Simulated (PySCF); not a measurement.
# SnHCl + H₂O → HSn(OH) + HCl

Level: PBE0 in the def2-TZVP basis family, computed in PySCF with density fitting; scalar-relativistic core potentials for atoms from Rb on, none lighter, no spin–orbit coupling; open shells unrestricted.

```
species                                                                state and structure      E (Eh)  ZPE (kJ/mol)  H(298 K) − H(0) (kJ/mol)  S° (J/(mol K))
  SnHCl                            singlet, Cs, Sn–Cl 2.370 Å, Sn–H 1.779 Å; Cl–Sn–H 93.3°  -675.00128          15.9                      11.3           273.8
    H₂O                                       singlet, C2v, O–H 0.960 Å (×2); H–O–H 105.1°   -76.37736          56.5                       9.9           188.7
HSn(OH)  singlet, Cs, O–H 0.960 Å, Sn–H 1.795 Å, Sn–O 1.981 Å; H–O–Sn 114.3°, H–Sn–O 94.2°  -290.68742          48.3                      11.5           266.1
    HCl                                                         singlet, C∞v, H–Cl 1.279 Å  -460.66440          17.9                       8.7           186.6
```

(1) What is the electronic reaction energy?

(2) Add zero-point, thermal and entropy terms for 298.15 K and 1 bar.

Results:

(1) At PBE0/def2-TZVP, ΔE = 70.4 kJ/mol from the differences of the total energies times 2625.5, uphill. 

(2) ΔZPE = -6.2 and Δ[H(298) − H(0)] = -1.0 kJ/mol give ΔH° = 63.2 kJ/mol. ΔS° = -9.8 J/(mol K), so ΔG° = 63.2 − 298.15 × (-0.0098) = 66 kJ/mol and log₁₀K = -11.6.

The structures come from searches over a few start shapes, so lower isomers are not excluded.
